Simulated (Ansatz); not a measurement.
Consider the redistribution: `[F][Al]([Cl])[SeH]` + `C[CH2][AlH][SH]` → `C[CH2][AlH][SeH]` + `[F][Al]([SH])[Cl]`.

Calculated with Ansatz (gas phase, PBE0-D4/def2-TZVP geometries, no zero-point term in ΔE). CCSD(T)/CBS is the MP2 limit (def2-TZVPP, def2-QZVPP) plus CCSD(T) − MP2 in def2-TZVPP, frozen cores. Functionals use def2-TZVPP. For Se outer-core shells are correlated without core-valence functions, which leaves a few kJ/mol of doubt a bond. Scalar relativity is left out up to krypton. One conformer a species, not always the lowest.

(1) Is it downhill or uphill in electronic energy at CCSD(T)/CBS, and by how much? (Best estimate.)

(2) What do these levels give: revPBE-D4, r2SCAN-D4, PBE0-D4, r2SCAN0-D4, ωB97X-V, PBE, r2SCANh, LC-ωPBE, HF/def2-SVP, SCS-MP2/def2-TZVPP, MP2/def2-QZVPP, HF/CBS(def2)? (Estimate.)

Largest T1 diagnostic among the species: 0.011.

Answers

(1) The calculation gave: Nearly level: ΔE = -1.2 kJ/mol.

(2) The calculation gave: revPBE-D4 -1.0, r2SCAN-D4 -1.2, PBE0-D4 -1.3, r2SCAN0-D4 -1.5, ωB97X-V -0.9, PBE -0.6, r2SCANh -1.2, LC-ωPBE -0.9, HF/def2-SVP 0.1, SCS-MP2/def2-TZVPP -1.5, MP2/def2-QZVPP -1.4, HF/CBS(def2) -1.2 kJ/mol.

Leaving LDA and LC-ωPBE aside and taking each functional with its dispersion term where it has one, the values, not all of them listed here, spread over 1.1 kJ/mol, from PBE-QIDH to BLYP-D4.
